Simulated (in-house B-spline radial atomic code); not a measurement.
Inner-shell binding energies (edges) and X-ray emission energies of free atoms and ions, as differences of relaxed hole-state energies with first-order Breit, QED and recoil terms, without correlation or multiplet splittings, in NIST's listed ground configurations. For neutral atoms such line energies lie within some 1 to 5 eV of tabulated X-ray lines (up to 20 eV for the heaviest). K = 1s, L1 = 2s. A dash marks a subshell that is part filled or wasn't run, or a line left out. Computed with an all-electron radial atomic-structure program (B-spline basis): Dirac-Hartree-Fock, average of the configuration, finite nuclei.

```json
{"ion": "Ni5+", "configuration": "[Ar] 3d5", "K edge (eV)": "8445.4", "L1 edge (eV)": "1128.69"}
{"ion": "Cu5+", "configuration": "[Ar] 3d6", "K edge (eV)": "9095.78", "L1 edge (eV)": "1218.86"}
{"ion": "Zn5+", "configuration": "[Ar] 3d7", "K edge (eV)": "9771.17", "L1 edge (eV)": "1312.67"}
{"ion": "Ga5+", "configuration": "[Ar] 3d8", "K edge (eV)": "?", "L1 edge (eV)": "?"}
{"ion": "Ge5+", "configuration": "[Ar] 3d9", "K edge (eV)": "?", "L1 edge (eV)": "?"}
{"ion": "As5+", "configuration": "[Ar] 3d10", "K edge (eV)": "?", "L1 edge (eV)": "?"}
{"ion": "Br5+", "configuration": "[Ar] 3d10 4s2", "K edge (eV)": "13560.1", "L1 edge (eV)": "1873.14"}
{"ion": "Kr5+", "configuration": "[Ar] 3d10 4s2 4p1", "K edge (eV)": "14407.9", "L1 edge (eV)": "2010.65"}
{"ion": "Rb5+", "configuration": "[Ar] 3d10 4s2 4p2", "K edge (eV)": "15283", "L1 edge (eV)": "2153.57"}
{"ion": "Sr5+", "configuration": "[Ar] 3d10 4s2 4p3", "K edge (eV)": "16185.7", "L1 edge (eV)": "2301.94"}
{"ion": "Zr5+", "configuration": "[Ar] 3d10 4s2 4p5", "K edge (eV)": "18074.6", "L1 edge (eV)": "2615.14"}
```

Fill in the row of Ga5+.

K edge (eV): 10471.7; L1 edge (eV): 1410.18.

Fill in the row of Ge5+.

K edge (eV): 11197.5; L1 edge (eV): 1511.42.

Fill in the row of As5+.

K edge (eV): 11948.7; L1 edge (eV): 1616.43.
